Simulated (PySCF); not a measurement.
Geometry (Å), atoms numbered from 1 in this order:
```xyz
13

C     2.693    1.303    0.542
C     2.154    0.462   -0.151
Ge    1.210   -0.835   -1.164
Ge   -0.899   -1.287   -0.056
Ge   -2.147    0.759    0.278
Cl   -0.940    2.040    1.553
H     3.166    2.049    1.156
H     0.960   -0.279   -2.576
H     2.063   -2.112   -1.256
H    -0.660   -1.952    1.310
H    -1.744   -2.233   -0.936
H    -2.380    1.535   -1.031
H    -3.484    0.552    1.014
```

Geometry: PBE0-D3(BJ)/def2-SVP; GIAO shifts from PySCF 2.14, gas phase, non-relativistic, averaged over equivalent atoms.

At PBE0/pcSseg-1 (216 basis functions, 52 s wall time on 1 thread of an Arm Neoverse V1, shared host):
```csv
atoms,δ (ppm)
C1,108.4
C2,81.6
Ge5,-46.9
Ge3,-265.5
Ge4,-319.0
Cl6,-89.6
H12/H13,5.61
H8/H9,4.52
H10/H11,3.71
H7,2.31
```

Referencing at the same level of theory: $^{13}$C (σ = 184.41 ppm) and $^{1}$H (σ = 31.27 ppm) vs TMS; $^{73}$Ge (σ = 1330.28 ppm) against GeMe4; $^{35}$Cl (σ = 943.27 ppm) against HCl.

What do these become at wB97X-D/pcSseg-1?

## Answers


```
  atoms  δ at wB97X-D/pcSseg-1  change
     C1                  109.3    +0.9
     C2                   81.0    -0.6
    Ge5                  -49.0    -2.1
    Ge3                 -267.8    -2.3
    Ge4                 -320.0    -1.0
    Cl6                 -100.5   -10.9
H12/H13                   5.49   -0.12
  H8/H9                   4.42   -0.10
H10/H11                   3.64   -0.07
     H7                   2.32   +0.01
```

Referencing at the same level of theory: $^{13}$C (σ = 184.54 ppm) and $^{1}$H (σ = 31.38 ppm) against TMS; GeMe4 for $^{73}$Ge (σ = 1329.87 ppm); HCl for $^{35}$Cl (σ = 939.37 ppm).

The largest change is at Cl6 (chlorine bonded to Ge). Cost: 216 basis functions, 83 s wall time on 1 thread of an Arm Neoverse V1, shared host.

Relativistic effects, spin–orbit coupling among them, are left out; they matter for Ge and for the light atoms bonded to it.
